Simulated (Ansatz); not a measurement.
Computed with Ansatz on PBE0-D4/def2-TZVP structures; ΔE is electronic, products minus reactants. CCSD(T)/CBS adds triple-zeta CCSD(T) − MP2 to the extrapolated MP2 energy (def2 sets, frozen cores). This one scheme is used for every species. Functionals use def2-TZVPP. B3LYP here is the variant with VWN-RPA as its local correlation; programs differ in this. HSE06 is defined as in plane-wave codes. Open shells (•) are unrestricted, without spin–orbit coupling. Each species was taken in one conformer, which may not be the lowest.

Consider the hydrogen abstraction from the N–H bond: `C[SiH](N)O` + `[SiH3]`• → `C[SiH]([NH])O`• + SiH₄.

`C[SiH](N)O`:

Z-matrix (Å, degrees):
```
C
Si 1 1.862
H 1 1.092 2 110.2
H 1 1.094 2 111.2 3 119.4
H 1 1.093 2 111.4 3 -119.9
N 2 1.716 1 106.8 3 175.6
O 2 1.649 1 113.3 3 54.6
H 2 1.487 1 110.5 3 -59.5
H 6 1.006 2 120.4 1 21.4
H 6 1.007 2 121.6 1 170.4
H 7 0.959 2 115.6 1 73.3
```

`[SiH3]`•:

Z-matrix (Å, degrees):
```
Si
H 1 1.486
H 1 1.486 2 111.3
H 1 1.486 2 111.3 3 124.6
```

`C[SiH]([NH])O`•:

Z-matrix (Å, degrees):
```
C
Si 1 1.857
H 1 1.092 2 110.7
H 1 1.092 2 111.1 3 120.9
H 1 1.093 2 109.8 3 -119.3
N 2 1.747 1 114.3 3 -55.9
O 2 1.642 1 106.5 3 64.5
H 2 1.495 1 111.4 3 -174.3
H 6 1.022 2 114.1 1 -54.8
H 7 0.958 2 116.9 1 -163.0
```

SiH₄:

Z-matrix (Å, degrees):
```
Si
H 1 1.485
H 1 1.485 2 109.5
H 1 1.485 2 109.5 3 -120.0
H 1 1.485 2 109.5 3 120.0
```

| level | ΔE (kcal/mol) | difference from CCSD(T)/CBS |
| --- | --- | --- |
| LDA (SPW92) | 28.4 | 6.0 |
| B3LYP-D4 | 19.9 | -2.5 |
| r2SCAN0-D4 | 20.8 | -1.6 |
| HSE06-D4 | 22.6 | 0.2 |
| BHLYP-D4 | 17.9 | -4.5 |
| B2PLYP | 21.2 | -1.2 |
| PBE-QIDH | 23.3 | 0.9 |
| PBE | 22.7 | 0.3 |
| r2SCAN | 20.9 | -1.5 |
| r2SCANh | 20.8 | -1.6 |
| r2SCAN0 | 20.7 | -1.7 |
| LC-ωPBE | 23.1 | 0.7 |
| HF/def2-SVP | 12.6 | -9.8 |
| CCSD/def2-SVP | 20.7 | -1.7 |
| MP2/def2-TZVPP | 26.7 | 4.3 |
| MP2/CBS(def2) | 27.7 | 5.3 |
| CCSD(T)/CBS | 22.4 | 0 |

Largest T1 diagnostic among the species: 0.015.

From BLYP to BHLYP (50 % exact exchange), in def2-TZVPP and without D4, ΔE moves by −1.4 kcal/mol. In def2-TZVPP, CCSD(T) changes the Hartree–Fock value by +10.0 kcal/mol (the triples alone add +0.9 kcal/mol) and MP2 by +15.3 kcal/mol.
